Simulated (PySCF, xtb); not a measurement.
Zr(OH)2(NH2)2 (H6N2O2Zr), SMILES [NH2][Zr]([OH])([NH2])[OH], multiplicity 1. The values are those of a single conformer.

Harmonic wavenumbers (cm⁻¹) from GFN2-xTB in xtb 6.7.1 at its own minimum, in rising order: 57, 74, 79, 99, 129, 132, 134, 186, 237, 404, 410, 430, 458, 476, 486, 498, 514, 532, 548, 1508, 1510, 3206, 3214, 3224, 3229, 3526, 3529.

What does PBE0-D3(BJ)/def2-SVP (PySCF 2.14.0) give at its own minimum? (Estimate from the structure and the level; the computed values follow.)

46, 136, 157, 158, 162, 173, 238, 256, 328, 350, 364, 456, 462, 464, 478, 638, 640, 708, 717, 1502, 1503, 3570, 3572, 3664, 3664, 4025, 4028. Paired by order, the mean absolute difference is 145 cm⁻¹ and the zero-point energies are 41.2 and 46.4 kcal/mol.
